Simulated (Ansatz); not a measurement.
Computed with Ansatz on PBE0-D4/def2-TZVP structures; ΔE is electronic, products minus reactants. CCSD(T)/CBS adds triple-zeta CCSD(T) − MP2 to the extrapolated MP2 energy (def2 sets, frozen cores). This one scheme is used for every species. Functionals use def2-TZVPP. B3LYP here is the variant with VWN-RPA as its local correlation; programs differ in this. Each species was taken in one conformer, which may not be the lowest.

`[SiH3]OB(S)S` + HCl → `SB(S)Cl` + silanol  (ligand exchange at a B–O bond)

| level | ΔE (kcal/mol) | difference from CCSD(T)/CBS |
| --- | --- | --- |
| PBE-D4 | 7.0 | -1.9 |
| r2SCAN-D4 | 8.1 | -0.8 |
| PBE0-D4 | 7.9 | -1.0 |
| B3LYP-D4 | 9.9 | 1.0 |
| ωB97X-V | 9.0 | 0.1 |
| B2PLYP | 8.7 | -0.2 |
| PBE | 6.2 | -2.7 |
| r2SCAN | 7.8 | -1.1 |
| PBE0 | 7.1 | -1.8 |
| HF/def2-TZVPP | 11.4 | 2.5 |
| MP2/def2-TZVPP | 7.9 | -1.0 |
| SCS-MP2/def2-TZVPP | 8.7 | -0.2 |
| CCSD/def2-TZVPP | 9.9 | 1.0 |
| HF/def2-QZVPP | 11.8 | 2.9 |
| MP2/def2-QZVPP | 7.7 | -1.2 |
| SCS-MP2/def2-QZVPP | 8.5 | -0.4 |
| CCSD(T)/CBS | 8.9 | 0 |

Largest T1 diagnostic among the species: 0.013.

The D4 term adds +1.2 kcal/mol with B3LYP and +0.8 kcal/mol with PBE0; it sums over pairs of atoms, weighted by their polarisabilities, and B3LYP, whose exchange is more repulsive, gets the larger term. In def2-TZVPP, CCSD(T) changes the Hartree–Fock value by −2.0 kcal/mol (the triples alone add −0.5 kcal/mol) and MP2 by −3.5 kcal/mol. From PBE to PBE0 (25 % exact exchange), in def2-TZVPP and without D4, ΔE moves by +0.9 kcal/mol.
